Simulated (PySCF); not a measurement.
Delta-SCF ions had no search for a lower state. Excitations are Tamm–Dancoff values on a coarser integration grid. The basis has no diffuse functions, so Rydberg states are missing or too high.

C2H4BN, SMILES `[H]/N=C\C=B` (B–C–C–N torsion 180°) (charge 0, multiplicity 1)

Calculation: CAM-B3LYP-D3(BJ)/def2-TZVP (PySCF).

- HOMO = -8.21 eV
- dipole moment = 3.71 D
- LUMO = -1.04 eV
- HOMO–LUMO gap = 7.17 eV
- S1 excitation (TDA) = 3.00 eV
- S1 oscillator strength = 0.000
- brightest of the four lowest singlets (TDA) = 6.24 eV
- T1 excitation (TDA) = 2.62 eV
- S1–T1 gap (TDA) = 0.38 eV
- vertical ionisation energy (Delta-SCF) = 9.17 eV
- total energy = -4302.17 eV
- cost = roughly 70 core-seconds

```xyz
8

B      1.7273    -0.0947     0.3049
C      0.4113     0.3052     0.2114
C     -0.7157    -0.4482    -0.3321
N     -1.9233    -0.0753    -0.4162
H      2.8498    -0.4102     0.3954
H      0.1868     1.3034     0.5884
H     -0.4894    -1.4463    -0.7084
H     -2.0468     0.8662    -0.0433
```
